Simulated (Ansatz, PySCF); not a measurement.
Reaction (SMILES): C[N](C)[GeH3] -> [CH2][N](C)[GeH3] + H atom (the C-H bond at the site shown breaks; other sites are not compared here)
Geometries: B3LYP-D3(BJ)/def2-TZVP minima from Ansatz (an electronic-structure program), one conformer each, not searched for the lowest. Frequencies are from Ansatz or PySCF.
Geometry of the first species:
SMILES: C[N](C)[GeH3]
```xyz
13

C     -1.9318    -0.4455    -0.1103
N     -0.7558     0.1895     0.4568
C     -0.9414     1.6131     0.6741
Ge     0.8845    -0.3433    -0.2158
H     -2.2126    -0.0458    -1.0986
H     -1.7721    -1.5201    -0.2138
H     -2.7895    -0.3004     0.5556
H     -0.0567     2.0453     1.1448
H     -1.7894     1.7782     1.3477
H     -1.1439     2.1754    -0.2522
H      0.9189    -1.8787    -0.1508
H      1.9632     0.2918     0.6763
H      1.1072     0.1089    -1.6837
```

Property: bond dissociation energy (enthalpy at 298 K, with B3LYP-D3(BJ) rigid-rotor harmonic-oscillator terms), in kJ/mol. Cores are frozen in the correlated levels unless marked. Open shells are spin-unrestricted. No spin-orbit coupling. Frozen are the shells of the preceding noble gas and the d and f shells that filled before the atom's block. Non-relativistic. CBS marks a two-point X^-3 extrapolation of the correlation energy; Hartree-Fock from the larger set.

```csv
level,program,bond dissociation energy (kJ/mol)
HF/aug-cc-pVTZ,Ansatz,287.4
HF/cc-pVTZ,Ansatz,288.8
PBE-D4/def2-TZVPD,Ansatz + dftd4,358.7
BLYP-D4/def2-TZVPD,Ansatz + dftd4,359.0
BLYP/def2-TZVPD,Ansatz,355.2
B97M-V/def2-TZVPD,Ansatz,372.7
PBE0/def2-QZVPP,Ansatz,362.2
```

Problem. What does CCSD(T)/CBS(cc-pVTZ,cc-pVQZ) (Ansatz) give?

Solution. 381.6 kJ/mol
